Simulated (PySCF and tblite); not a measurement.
The numbers below are computed, except where a source is named.
Stationary points of C5H7As at GFN2-xTB, in Å:

Structure A

```
 1 As    2.130    0.586    0.294
 2 C     0.384   -0.460    0.440
 3 C    -0.606    0.375    1.161
 4 C    -1.593    0.723    0.317
 5 C    -1.353    0.109   -0.964
 6 C    -0.219   -0.611   -0.902
 7 H     2.352    0.272   -1.157
 8 H     2.999   -0.599    0.631
 9 H     0.635   -1.395    0.941
10 H    -0.503    0.650    2.198
11 H    -2.443    1.344    0.539
12 H    -2.003    0.214   -1.815
13 H     0.221   -1.208   -1.683
```

Structure B

```
 1 As    2.028    0.620   -0.349
 2 C     0.394   -0.525    0.003
 3 C    -0.488    0.277    0.874
 4 C    -1.543    0.708    0.155
 5 C    -1.454    0.176   -1.176
 6 C    -0.343   -0.581   -1.276
 7 H     2.796   -0.512   -0.985
 8 H     2.672    0.267    0.968
 9 H     0.744   -1.474    0.406
10 H    -0.277    0.476    1.912
11 H    -2.345    1.335    0.503
12 H    -2.179    0.357   -1.950
13 H    -0.004   -1.138   -2.133
```

Structure C

```
 1 As    2.184    0.274    0.301
 2 C     0.356   -0.587    0.373
 3 C    -0.582    0.415    0.929
 4 C    -1.449    0.784   -0.031
 5 C    -1.181    0.027   -1.224
 6 C    -0.147   -0.804   -0.997
 7 H     1.830    1.198   -0.824
 8 H     2.725   -0.714   -0.699
 9 H     0.485   -1.488    0.978
10 H    -0.533    0.775    1.944
11 H    -2.234    1.515    0.057
12 H    -1.741    0.121   -2.138
13 H     0.283   -1.516   -1.682
```

Level: PBE0/pcSseg-1 + D3(BJ), IEF-PCM water on GFN2-xTB stationary points, with GFN2-xTB thermal terms.

Q: Which structure is a saddle point, and along which motion?

A: A: one imaginary mode (169i cm⁻¹ at GFN2-xTB, mostly on H7, H8), along the rotation about the C2–As1 bond (torsion C3–C2–As1–H from -71° to -190°, falling).

Q: Give their symmetry and energies above the lowest.

A: A C1, 3.0 kcal/mol; B Cs, 0.0 kcal/mol; C C1, 0.3 kcal/mol.

Spin–orbit effects of heavy atoms on shieldings are missing.
